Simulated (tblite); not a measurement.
C7H8BFS.
Numbering: `[CH3:1][S:2][C:3]1=[CH:4][CH:5]=[CH:6][CH:7]=[C:8]([F:9])[BH:10]1` (hydrogens: H11, H12, H13 on C1; H14 on C4; H15 on C5; H16 on C6; H17 on C7; H18 on B10)

Computed with GFN2-xTB (tblite), gas phase: L-BFGS steps from a force-field or distance-geometry start until the largest atomic force falls under 0.01 eV/Å.

The end geometry, which sets the zero of energy:
```
atom  x, y, z in Å
C1      3.3527    0.0470    0.0134
S2      2.1239    1.0712   -0.8403
C3      0.5356    0.4608   -0.3666
C4     -0.4630    1.2237   -0.9460
C5     -1.8509    1.1111   -0.8616
C6     -2.6422    0.2122   -0.1819
C7     -2.2648   -0.8587    0.6308
C8     -0.9931   -1.2637    0.9460
F9     -0.9837   -2.3527    1.7744
B10     0.3734   -0.7434    0.5523
H11     4.3178    0.4584   -0.2674
H12     3.2755   -0.9823   -0.3207
H13     3.2126    0.1216    1.0866
H14    -0.1200    2.0458   -1.5694
H15    -2.3918    1.8598   -1.4291
H16    -3.7107    0.3532   -0.2895
H17    -3.0728   -1.4377    1.0660
H18     1.2928   -1.3200    0.9914
```

Task: These geometries come from the run, each turned onto the end geometry. Order them by energy, lowest first.
A.
```
atom  x, y, z in Å
C1      3.3590    0.0753    0.0395
S2      2.1221    1.0492   -0.8591
C3      0.5342    0.4330   -0.3898
C4     -0.4613    1.1943   -0.9763
C5     -1.8490    1.1042   -0.8696
C6     -2.6421    0.2398   -0.1483
C7     -2.2676   -0.8299    0.6664
C8     -0.9996   -1.2774    0.9355
F9     -0.9987   -2.3737    1.7539
B10     0.3678   -0.7888    0.5055
H11     4.3106    0.5565   -0.1671
H12     3.3714   -0.9430   -0.3358
H13     3.1491    0.0974    1.1038
H14    -0.1170    2.0012   -1.6184
H15    -2.3850    1.8479   -1.4481
H16    -3.7103    0.4029   -0.2250
H17    -3.0792   -1.3809    1.1291
H18     1.2870   -1.4017    0.8922
```
B.
```
atom  x, y, z in Å
C1      3.3328    0.0511    0.0532
S2      2.1300    1.0701   -0.8433
C3      0.5318    0.4581   -0.4041
C4     -0.4684    1.2196   -0.9825
C5     -1.8574    1.0959   -0.8934
C6     -2.6331    0.2355   -0.1474
C7     -2.2438   -0.8039    0.7011
C8     -0.9734   -1.2418    0.9664
F9     -0.9518   -2.3143    1.8178
B10     0.3773   -0.7877    0.4616
H11     4.2750    0.5869   -0.0206
H12     3.4273   -0.9240   -0.4144
H13     3.0374   -0.0572    1.0945
H14    -0.1346    2.0387   -1.6176
H15    -2.4076    1.8041   -1.5060
H16    -3.7017    0.3822   -0.2254
H17    -3.0406   -1.3615    1.1774
H18     1.2918   -1.4455    0.7712
```
C.
```
atom  x, y, z in Å
C1      3.3336   -0.0849   -0.2832
S2      2.1461    1.3000   -0.3325
C3      0.5378    0.5786   -0.1041
C4     -0.4276    1.2969   -0.7846
C5     -1.7984    1.0548   -0.9119
C6     -2.5765    0.0494   -0.3851
C7     -2.2569   -0.9323    0.5580
C8     -1.0438   -1.1415    1.1615
F9     -1.0982   -2.0707    2.1604
B10     0.3258   -0.5435    0.9038
H11     4.3009    0.4076   -0.2112
H12     3.2573   -0.6421   -1.2189
H13     3.1605   -0.7255    0.5767
H14    -0.0682    2.1570   -1.3453
H15    -2.3142    1.7522   -1.5625
H16    -3.6118    0.0375   -0.6978
H17    -3.0813   -1.5588    0.8882
H18     1.2061   -0.9283    1.5768
```
D.
```
atom  x, y, z in Å
C1      2.9362   -0.1051   -0.6036
S2      2.2843    1.3384    0.2679
C3      0.5596    0.7674    0.3471
C4     -0.2135    1.2428   -0.6700
C5     -1.5848    1.0141   -0.9156
C6     -2.3819    0.0164   -0.4372
C7     -2.0414   -1.0363    0.4356
C8     -0.9614   -1.1429    1.2611
F9     -0.9773   -2.2753    2.0168
B10     0.2148   -0.1944    1.4738
H11     4.0058    0.0417   -0.6690
H12     2.4993   -0.1568   -1.5944
H13     2.7085   -1.0075   -0.0492
H14     0.2545    1.9365   -1.3611
H15    -2.0324    1.6934   -1.6304
H16    -3.3993   -0.0071   -0.8092
H17    -2.7746   -1.8312    0.5053
H18     0.8949   -0.2881    2.4204
```
E.
```
atom  x, y, z in Å
C1      3.3377    0.0727    0.0646
S2      2.1264    1.0642   -0.8518
C3      0.5358    0.4284   -0.4215
C4     -0.4629    1.1992   -0.9873
C5     -1.8509    1.0934   -0.8855
C6     -2.6369    0.2392   -0.1451
C7     -2.2523   -0.8045    0.7006
C8     -0.9827   -1.2646    0.9382
F9     -0.9574   -2.3289    1.7985
B10     0.3743   -0.8199    0.4356
H11     4.2838    0.5942   -0.0436
H12     3.4067   -0.9232   -0.3620
H13     3.0545    0.0264    1.1101
H14    -0.1215    2.0169   -1.6170
H15    -2.3946    1.8218   -1.4761
H16    -3.7063    0.3946   -0.2248
H17    -3.0537   -1.3261    1.2122
H18     1.2914   -1.4774    0.7433
```

Result: A (0.003 eV), E (0.009 eV), B (0.018 eV), C (0.095 eV), D (0.299 eV).

In the order of the answer:

| step | E above end (eV) | largest force (eV/Å) | rms force component (eV/Å) | rms distance from end (Å) | rms bond change (Å) | bond most changed (Å) |
| --- | --- | --- | --- | --- | --- | --- |
| 120 | 0.003 | 0.04 | 0.013 | 0.069 | 0.000 | C6–C7 -0.001 |
| 97 | 0.009 | 0.05 | 0.017 | 0.130 | 0.001 | C3=C4 -0.001 |
| 88 | 0.018 | 0.16 | 0.043 | 0.131 | 0.002 | C1–H13 +0.003 |
| 66 | 0.095 | 0.22 | 0.062 | 0.467 | 0.004 | C1–S2 +0.012 |
| 13 | 0.299 | 0.29 | 0.064 | 0.920 | 0.015 | S2–C3 +0.052 |

The cost below is that of the whole relaxation. Hardware: one thread, Arm Neoverse V1 (aarch64), shared host with 32 logical CPUs at a one-minute load of 6.5. Cost: 1.1 s.
